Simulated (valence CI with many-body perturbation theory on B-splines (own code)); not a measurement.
**Ir62+: electric-dipole lines**

Method: configuration interaction combined with many-body perturbation theory (CI+MBPT): five valence electrons over a frozen Dirac-Fock core [Ne], a basis of 9 s, 9 p, 8 d, 6 f, 3 g, 1 h functions for each j, with the one-electron correlation potential Σ1, the two-electron term Σ2, the three-electron term Σ3, Breit, model QED; selected CI, second order for the rest (own B-spline code, finite nucleus).

The last digits are not significant, and no measured levels were compared; by estimate large intervals hold to a few tenths of a per cent, small ones and those within an open d or f shell to about a per cent. Among the levels kept, up to 640 cm⁻¹ of a level comes from second order outside the variational space, and about a tenth of that is noise between levels of different J, which matters for small intervals.

Lines 51 to 100 of 212 in falling wavelength, among levels below 1063.1 eV, chosen from the strongest by gf and those to the six lowest levels. Wavelengths and rates use the calculated energies. Electric multipoles are in the length gauge, E1 and E2 with the static RPA response of the core. Weak lines are less certain than strong ones. Lines between different terms over intervals too small for the method are left out, as are lines whose strength nearly cancels. The highest levels of a list are the least certain.

Levels are named by their leading jj configuration (3d3/2^4 stands for four electrons in 3d with j = 3/2), which in mixed levels can hold well under half, so a name can repeat and another be missing. Letters in brackets count levels of one name in rising energy.

```csv
λ vac (nm),Upper,Lower,A (s⁻¹),S (a.u.)
5.937,(3s 3p1/2^2 3p3/2 3d3/2) J=1/2 [a],(3s 3p1/2^2 3p3/2^2) J=1/2,7.08e+09,1.46e-03
5.934,(3s 3p1/2^2 3p3/2 3d3/2) J=3/2 [a],(3s 3p1/2^2 3p3/2^2) J=3/2,6.64e+09,2.74e-03
5.892,(3s 3p1/2^2 3p3/2 3d5/2) J=7/2 [a],(3s^2 3p1/2 3p3/2 3d5/2) J=7/2 [a],4.64e+09,3.75e-03
5.877,(3s 3p1/2^2 3p3/2 3d5/2) J=7/2 [b],(3s^2 3p1/2 3p3/2 3d5/2) J=5/2 [a],1.43e+09,1.15e-03
5.858,(3s 3p1/2^2 3p3/2 3d3/2) J=3/2 [b],(3s^2 3p1/2 3p3/2 3d3/2) J=3/2 [a],9.82e+09,3.90e-03
5.846,(3s 3p1/2^2 3p3/2 3d3/2) J=3/2 [b],(3s^2 3p1/2 3p3/2 3d3/2) J=1/2 [a],1.01e+10,4.00e-03
5.826,(3s^2 3p1/2 3d3/2^2) J=5/2,(3s^2 3p1/2 3p3/2 3d3/2) J=5/2 [b],1.09e+10,6.41e-03
5.817,(3s 3p1/2^2 3p3/2 3d3/2) J=5/2 [b],(3s^2 3p1/2 3p3/2 3d3/2) J=7/2,5.40e+10,3.15e-02
5.796,(3s^2 3p1/2 3p3/2 3d3/2) J=1/2 [a],(3s^2 3p1/2 3p3/2^2) J=1/2,4.10e+09,7.87e-04
5.784,(3s^2 3p1/2 3p3/2 3d3/2) J=3/2 [a],(3s^2 3p1/2 3p3/2^2) J=1/2,2.89e+09,1.10e-03
5.781,(3s^2 3p1/2 3d3/2 3d5/2) J=5/2 [a],(3s^2 3p1/2 3p3/2 3d5/2) J=3/2 [b],3.49e+09,1.99e-03
5.776,(3s 3p1/2^2 3p3/2 3d5/2) J=7/2 [b],(3s^2 3p1/2 3p3/2 3d5/2) J=9/2,4.40e+10,3.35e-02
5.749,(3s 3p1/2^2 3p3/2 3d3/2) J=3/2 [b],(3s^2 3p1/2 3p3/2 3d3/2) J=5/2 [a],2.74e+10,1.03e-02
5.721,(3s 3p1/2^2 3p3/2^2) J=3/2,(3s^2 3p1/2 3p3/2^2) J=3/2,1.83e+10,6.75e-03
5.707,(3s^2 3p1/2 3d3/2 3d5/2) J=3/2,(3s^2 3p1/2 3p3/2 3d5/2) J=1/2,5.62e+09,2.06e-03
5.653,(3s^2 3p1/2 3d3/2 3d5/2) J=7/2,(3s^2 3p1/2 3p3/2 3d5/2) J=7/2 [b],7.02e+09,5.01e-03
5.653,(3s 3p1/2^2 3p3/2^2) J=1/2,(3s^2 3p1/2 3p3/2^2) J=3/2,3.77e+08,6.72e-05
5.607,(3s^2 3p1/2 3d3/2 3d5/2) J=7/2,(3s^2 3p1/2 3p3/2 3d5/2) J=5/2 [b],2.91e+09,2.02e-03
5.584,(3s 3p1/2^2 3p3/2 3d3/2) J=5/2 [b],(3s^2 3p1/2 3p3/2 3d3/2) J=3/2 [a],6.22e+09,3.21e-03
5.545,(3s^2 3p1/2 3d3/2 3d5/2) J=5/2 [a],(3s^2 3p1/2 3p3/2 3d5/2) J=7/2 [b],6.21e+09,3.13e-03
5.472,(3s^2 3p1/2 3p3/2 3d3/2) J=5/2 [a],(3s^2 3p1/2 3p3/2^2) J=5/2,7.60e+09,3.69e-03
5.462,(3s 3p1/2^2 3p3/2 3d3/2) J=1/2 [b],(3s^2 3p1/2 3p3/2 3d3/2) J=3/2 [a],5.78e+10,9.29e-03
5.452,(3s 3p1/2^2 3p3/2 3d3/2) J=1/2 [b],(3s^2 3p1/2 3p3/2 3d3/2) J=1/2 [a],9.76e+09,1.56e-03
5.439,(3s 3p1/2^2 3p3/2 3d5/2) J=3/2 [b],(3s^2 3p1/2 3p3/2 3d5/2) J=5/2 [a],1.49e+10,4.72e-03
5.434,(3s 3p1/2^2 3p3/2 3d5/2) J=7/2 [b],(3s^2 3p1/2 3p3/2 3d5/2) J=7/2 [a],2.12e+10,1.34e-02
5.407,(3s 3p1/2^2 3p3/2 3d5/2) J=5/2 [b],(3s^2 3p1/2 3p3/2 3d5/2) J=3/2 [a],9.11e+09,4.27e-03
5.377,(3s^2 3p1/2 3p3/2 3d3/2) J=3/2 [a],(3s^2 3p1/2 3p3/2^2) J=5/2,2.11e+10,6.48e-03
5.340,(3s^2 3p1/2 3d3/2 3d5/2) J=3/2,(3s^2 3p1/2 3p3/2 3d5/2) J=5/2 [b],4.45e+09,1.34e-03
5.296,(3s^2 3p1/2 3d3/2 3d5/2) J=9/2,(3s^2 3p1/2 3p3/2 3d5/2) J=7/2 [b],3.90e+09,2.86e-03
5.272,(3s 3p1/2^2 3p3/2 3d3/2) J=3/2 [b],(3s 3p1/2^2 3p3/2^2) J=1/2,6.70e+09,1.94e-03
5.221,(3s 3p1/2^2 3p3/2 3d3/2) J=5/2 [a],(3s 3p1/2^2 3p3/2^2) J=5/2,7.03e+09,2.96e-03
5.214,(3s 3p1/2^2 3p3/2 3d3/2) J=3/2 [b],(3s 3p1/2^2 3p3/2^2) J=3/2,1.66e+10,4.65e-03
5.191,(3s^2 3p1/2 3p3/2 3d3/2) J=5/2 [a],(3s^2 3p1/2 3p3/2^2) J=3/2,3.84e+07,1.59e-05
5.178,(3s^2 3p1/2 3p3/2 3d3/2) J=7/2,(3s^2 3p1/2 3p3/2^2) J=5/2,1.62e+09,8.88e-04
5.173,(3s 3p1/2^2 3p3/2 3d3/2) J=3/2 [a],(3s 3p1/2^2 3p3/2^2) J=5/2,1.89e+10,5.17e-03
5.132,(3s^2 3p1/2 3d3/2 3d5/2) J=7/2,(3s^2 3p1/2 3p3/2 3d5/2) J=5/2 [a],4.35e+09,2.32e-03
5.129,(3s^2 3p1/2^2 3d3/2) J=3/2,(3s^2 3p1/2^2 3p3/2) J=3/2,1.41e+10,3.74e-03
5.114,(3s^2 3p1/2 3p3/2 3d3/2) J=1/2 [a],(3s^2 3p1/2 3p3/2^2) J=3/2,5.71e+09,7.54e-04
5.105,(3s^2 3p1/2 3p3/2 3d3/2) J=3/2 [a],(3s^2 3p1/2 3p3/2^2) J=3/2,8.53e+08,2.24e-04
5.037,(3s^2 3p1/2 3d3/2^2) J=1/2,(3s^2 3p1/2 3p3/2 3d3/2) J=1/2 [b],1.85e+10,2.34e-03
4.982,(3s 3p1/2^2 3p3/2 3d3/2) J=7/2,(3s 3p1/2^2 3p3/2^2) J=5/2,4.89e+09,2.39e-03
4.897,(3s^2 3p1/2 3d3/2^2) J=5/2,(3s^2 3p1/2 3p3/2 3d3/2) J=3/2 [a],2.99e+09,1.04e-03
4.821,(3s^2 3p1/2 3d3/2^2) J=5/2,(3s^2 3p1/2 3p3/2 3d3/2) J=5/2 [a],8.85e+09,2.94e-03
4.791,(3s^2 3p1/2 3d3/2 3d5/2) J=7/2,(3s^2 3p1/2 3p3/2 3d5/2) J=7/2 [a],3.11e+09,1.35e-03
4.790,(3s^2 3p1/2 3d3/2 3d5/2) J=1/2,(3s^2 3p1/2 3p3/2 3d5/2) J=3/2 [a],8.80e+09,9.55e-04
4.789,(3s^2 3p1/2 3d3/2 3d5/2) J=5/2 [b],(3s^2 3p1/2 3p3/2 3d5/2) J=3/2 [b],5.29e+09,1.72e-03
4.774,(3s^2 3p1/2 3d3/2^2) J=3/2,(3s^2 3p1/2 3p3/2 3d3/2) J=5/2 [b],1.07e+10,2.31e-03
4.767,(3s^2 3p1/2 3d3/2 3d5/2) J=9/2,(3s^2 3p1/2 3p3/2 3d5/2) J=9/2,1.92e+10,1.03e-02
4.694,(3s 3p1/2^2 3p3/2 3d5/2) J=7/2 [a],(3s^2 3p1/2 3p3/2 3d3/2) J=5/2 [b],2.11e+09,8.64e-04
4.662,(3s^2 3p1/2 3p3/2 3d3/2) J=1/2 [b],(3s^2 3p1/2 3p3/2^2) J=1/2,7.96e+08,7.97e-05
```
